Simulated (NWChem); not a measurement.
# SnH4S; SMILES [SH][SnH3]

Computed with NWChem. Geometry: optimised at PBE-D3(BJ)/def2-SVP. def2 effective core potentials on Sn; no spin-orbit coupling. Hybrids' shares of exact exchange are those that their runs print; pure functionals count as 0. The functionals differ in more than this share.

```
row                     share of exact exchange  highest occupied level (eV)
----------------------  -----------------------  ---------------------------
PBE/def2-TZVP                              0.00                        -6.02
RPBE/def2-TZVP                             0.00                        -5.99
B3LYP/def2-TZVP                            0.20                        -7.00
BHandHLYP/def2-TZVP                        0.50                        -8.32
Hartree-Fock/def2-TZVP                     1.00                     withheld
```

**Question.** Fit a straight line of the last column on the one before it, predict the withheld value, and compare with the run.

**Answer.** 
1. Means of the 4 shown rows: x = 0.175, y = -6.832. Slope Σ(x − x̄)(y − ȳ)/Σ(x − x̄)² = -0.7773/0.1675 = -4.640; intercept -6.020.
2. The shown rows scatter about the line by 0.032 (root mean square); the largest residual is -0.05, at B3LYP/def2-TZVP.
3. At x = 1.00 (Hartree-Fock/def2-TZVP; beyond the shown range) the line gives -10.66.
4. The run gives -10.06, +0.60 from the line, 19.0 times the scatter.
